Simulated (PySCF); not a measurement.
Molfile (atoms numbered from 1):
```
C6H18BN
     RDKit          3D

 26 25  0  0  0  0  0  0  0  0999 V2000
    3.4274    0.6512    0.1177 C   0  0  0  0  0  0  0  0  0  0  0  0
    2.2271    0.0353   -0.5867 C   0  0  0  0  0  0  0  0  0  0  0  0
    0.8954    0.2467    0.1299 C   0  0  0  0  0  0  0  0  0  0  0  0
   -0.3966   -0.4350   -0.5667 B   0  0  2  0  0  0  0  0  0  0  0  0
   -0.5893    0.3202   -2.0215 N   0  0  0  0  0  0  0  0  0  0  0  0
   -1.8058   -0.2813    0.2338 C   0  0  0  0  0  0  0  0  0  0  0  0
   -2.1757    1.1602    0.5821 C   0  0  0  0  0  0  0  0  0  0  0  0
   -2.9675   -0.9787   -0.4709 C   0  0  0  0  0  0  0  0  0  0  0  0
    3.5458    0.2284    1.1286 H   0  0  0  0  0  0  0  0  0  0  0  0
    3.3052    1.7406    0.2351 H   0  0  0  0  0  0  0  0  0  0  0  0
    4.3686    0.4771   -0.4292 H   0  0  0  0  0  0  0  0  0  0  0  0
    2.1842    0.4509   -1.6154 H   0  0  0  0  0  0  0  0  0  0  0  0
    2.3931   -1.0480   -0.7232 H   0  0  0  0  0  0  0  0  0  0  0  0
    0.7473    1.3346    0.2925 H   0  0  0  0  0  0  0  0  0  0  0  0
    0.9775   -0.1773    1.1483 H   0  0  0  0  0  0  0  0  0  0  0  0
   -0.1839   -1.6091   -0.8891 H   0  0  0  0  0  0  0  0  0  0  0  0
   -0.8018    1.3109   -1.8866 H   0  0  0  0  0  0  0  0  0  0  0  0
    0.2679    0.2528   -2.5706 H   0  0  0  0  0  0  0  0  0  0  0  0
   -1.3506   -0.0972   -2.5575 H   0  0  0  0  0  0  0  0  0  0  0  0
   -1.6394   -0.8146    1.1889 H   0  0  0  0  0  0  0  0  0  0  0  0
   -3.1191    1.2275    1.1515 H   0  0  0  0  0  0  0  0  0  0  0  0
   -2.3300    1.7813   -0.3227 H   0  0  0  0  0  0  0  0  0  0  0  0
   -1.3943    1.6542    1.1800 H   0  0  0  0  0  0  0  0  0  0  0  0
   -3.2108   -0.5030   -1.4420 H   0  0  0  0  0  0  0  0  0  0  0  0
   -2.7365   -2.0353   -0.6785 H   0  0  0  0  0  0  0  0  0  0  0  0
   -3.9027   -0.9462    0.1152 H   0  0  0  0  0  0  0  0  0  0  0  0
  1  2  1  0
  2  3  1  0
  3  4  1  0
  4  5  1  0
  4  6  1  0
  6  7  1  0
  6  8  1  0
  1  9  1  0
  1 10  1  0
  1 11  1  0
  2 12  1  0
  2 13  1  0
  3 14  1  0
  3 15  1  0
  4 16  1  6
  5 17  1  0
  5 18  1  0
  5 19  1  0
  6 20  1  0
  7 21  1  0
  7 22  1  0
  7 23  1  0
  8 24  1  0
  8 25  1  0
  8 26  1  0
M  CHG  2   4  -1   5   1
M  END
```

Geometry: PBE0-D3(BJ)/def2-SVP; GIAO shifts from PySCF 2.14, gas phase, non-relativistic, averaged over equivalent atoms.

At PBE0/pcSseg-1 (226 basis functions, 45 s wall time on 1 thread of an Arm Neoverse V1, shared host):
```csv
atoms,δ (ppm)
C2,27.1
C3,26.8
C8,24.5
C1,20.8
C6,18.7
C7,18.3
B4,-10.5
N5,37.1
H17/H18/H19,2.37
H16,2.10
H13,1.39
H9/H10/H11,1.05
H24/H25/H26,0.87
H21/H22/H23,0.66
H12,0.63
H20,0.60
H15,0.40
H14,-0.07
```

Shifts are taken against calculated references (same method and geometry level): 13C (σref 184.41) and 1H (σref 31.27) vs TMS; 11B (σref 100.73) vs BF3·OEt2; NH3 for 15N (σref 265.67).

Problem. Estimate the result of repeating the calculation with HF/pcSseg-1.

Solution. 
| atoms | δ at HF/pcSseg-1 | change |
| --- | --- | --- |
| C2 | 23.9 | -3.2 |
| C3 | 23.4 | -3.4 |
| C8 | 23.1 | -1.4 |
| C1 | 20.2 | -0.6 |
| C6 | 14.9 | -3.8 |
| C7 | 18.1 | -0.2 |
| B4 | -4.6 | +5.9 |
| N5 | 29.9 | -7.2 |
| H17/H18/H19 | 2.54 | +0.17 |
| H16 | 1.89 | -0.21 |
| H13 | 1.23 | -0.16 |
| H9/H10/H11 | 1.06 | +0.01 |
| H24/H25/H26 | 0.82 | -0.05 |
| H21/H22/H23 | 0.63 | -0.03 |
| H12 | 0.37 | -0.26 |
| H20 | 0.26 | -0.34 |
| H15 | 0.19 | -0.21 |
| H14 | -0.28 | -0.21 |

δ = σ(ref) − σ, references computed at the same level: TMS for 13C (σref 190.85) and 1H (σref 31.69); 11B (σref 115.29) vs BF3·OEt2; NH3 for 15N (σref 265.72).

The largest change is at N5 (donor nitrogen of a Lewis adduct). Cost: 226 basis functions, 22 s wall time on 1 thread of an Arm Neoverse V1, shared host. The order of the carbon signals changes between the two levels.

A carbon bonded to boron is broadened by the quadrupolar boron nucleus and is often missing from a measured spectrum. Experimental scales use liquid or dissolved standards, which lie at an offset from isolated NH3 (liquid NH3: subtract about 20 ppm).
